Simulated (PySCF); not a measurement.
Computed shifts of a molecule C₄H₈S, PBE/pcSseg-1 run with PySCF, GIAO, gas phase, equivalent atoms averaged, in ppm (number of nuclei): ¹³C: 50.0 (1), 41.5 (1), 30.6 (1), 29.9 (1). ¹H: 4.36 (1), 3.59 (1), 2.87 (1), 2.84 (1), 2.75 (1), 1.58 (3). References: ¹³C against TMS (σ = 182.0 ppm); ³³S against H2S (σ = 706.5 ppm); ¹H against TMS (σ = 31.49 ppm), references at their B3LYP-D3(BJ)/def2-TZVP geometries, non-relativistic. Coordinates come from a B3LYP-D3(BJ)/def2-SVP optimisation. Other conformers were not sampled.

Task: Which molecule gave these data?
A. CSC1CC1
B. CC1CSC1
C. C=CCCS
D. C[C@H]1CCS1

Result: D, C[C@H]1CCS1
